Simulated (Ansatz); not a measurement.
Ansatz (a program for electronic structure) input:
A basis named .json is the Basis Set Exchange file of that set.

Ansatz 0.2 input:
```yaml
crystal:
  periodic: [false, false, false]
  atoms:
    - {symbol: I, position_ang: [1.94182066, -0.77938361, -0.31852621]}
    - {symbol: C, position_ang: [-0.03911474, -0.13792660, -0.07075669]}
    - {symbol: C, position_ang: [-0.36975838, 1.02501372, 0.50100910]}
    - {symbol: Se, position_ang: [-2.19686918, 1.35198213, 0.59657975]}
    - {symbol: C, position_ang: [-2.37778874, -0.32545106, -0.25286690]}
    - {symbol: C, position_ang: [-1.17880349, -0.90766659, -0.50026972]}
    - {symbol: H, position_ang: [-3.35675313, -0.71316880, -0.48443242]}
    - {symbol: H, position_ang: [-1.07339745, -1.87070899, -0.98008476]}
basis:
  gaussian:
    orbitals: def2-QZVPP.json
hamiltonian:
  xc: {name: PBE0}
magnetization: {spin_polarized: true, initial_magnetization: 1}
```

### Question
What final total energy does it print?

### Answer
-2852.43642 Eh (PBE0/def2-QZVPP). The basis has 459 functions.

It need not be the lowest isomer of its formula.
